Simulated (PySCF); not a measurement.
**Spinor energies of Te(3+) (tellurium, charge +3)**

Start: [Kr] 4d10 5s2 5p1; 5p3/2 filled at m_j = +3/2. Calculated with PySCF 2.14 in x2c-TZVPPall-2c: generalised Hartree-Fock with the X2C-1e Hamiltonian and a Gaussian nucleus; one run each with spin-orbit coupling (SO) screened by Boettger's factors, then bare. This is a chosen level, not necessarily the ground level.

| spinor shell | electrons | ε, screened SO (eV) | ε, bare SO (eV) | weight of nominal j (bare SO) | rms radius, bare SO (bohr) |
| --- | --- | --- | --- | --- | --- |
| 1s1/2 | 2 | -32001.1 | -32000.9 | 1.000 | 0.0318 |
| 2s1/2 | 2 | -5030.9 | -5030.9 | 1.000 | 0.130 |
| 2p1/2 | 2 | -4703.9 | -4712.3 | 1.000 | 0.112 |
| 3s1/2 | 2 | -1067.8 | -1067.8 | 1.000 | 0.343 |
| 3p1/2 | 2 | -931.95 | -933.53 | 1.000 | 0.335 |
| 3p3/2 | 4 | -878.72 | -878.08 | 1.000 | 0.347 |
| 3d3/2 | 4 | -641.31 | -642.88 | 1.000 | 0.319 |
| 3d5/2 | 6 | -630.41 | -629.38 | 1.000 | 0.323 |
| 4s1/2 | 2 | -224.28 | -224.28 | 1.000 | 0.814 |
| 4p1/2 | 2 | -175.14 | -175.46 | 1.000 | 0.858 |
| 4p3/2 | 4 | -165.04 | -164.91 | 1.000 | 0.887 |
| 4d3/2 | 4 | -84.845 | -85.079 | 0.996 | 1.03 |
| 4d5/2 | 6 | -83.284 | -83.137 | 0.997 | 1.05 |
| 5s1/2 | 2 | -46.539 | -46.541 | 1.000 | 2.07 |
| 5p3/2 | 1 | -35.895 | -35.883 | 1.000 | 2.42 |

Where does 2p3/2 lie, and what is the 2p spin-orbit splitting (bare SO)?

At -4423.5 eV, 288.73 eV above 2p1/2.

```
   quantity  screened SO      bare SO
E (hartree)  -6789.88045  -6790.04570
        M_J          3/2          3/2
       ⟨J²⟩        3.757        3.757
       ⟨L²⟩        2.025        2.027
       ⟨S²⟩        0.772        0.774
```

Each row is a mean over spinors that exchange with the open shell spreads, by up to 2.593 eV (5s1/2).

Breit and QED terms are absent; they matter most for the inner s and p1/2 levels.

Densities and radii are taken from the X2C orbitals without a picture-change correction, which distorts them close to the nucleus.
